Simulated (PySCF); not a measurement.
Removal energies of Cd³⁸⁺ from EOM-IP-GCCSD

Reference: closed-shell Cd³⁸⁺, [Ne]; one electron is removed. Calculated with PySCF 2.14, two-component X2C-1e with screened spin-orbit coupling, an uncontracted even-tempered set (17 s from 4.1 bohr⁻², ratio 2.6; 13 p from 5.4 bohr⁻², ratio 2.6; 6 d from 5.5 bohr⁻², ratio 2.8; 3 f from 130 bohr⁻², ratio 2.8); frozen 1s2; the 54 highest virtual spinors dropped; of the others 44 kept and the rest restored at second order. No Breit or QED terms. Binding energies in eV.

| level | Koopmans | second order | EOM-CCSD |
| --- | --- | --- | --- |
| 2s1/2 | 6300.9 | 6297.8 | 6297.8 |
| 2p1/2 | 6040.6 | 6038.4 | 6038.5 |
| 2p3/2 | 5838.2 | 5836.4 | 5836.4 |

For comparison, the ionisation energy of Cd³⁸⁺ is 5839 ± 3 eV (semi-empirical (NIST evaluation); NIST Atomic Spectra Database, ionization energies).
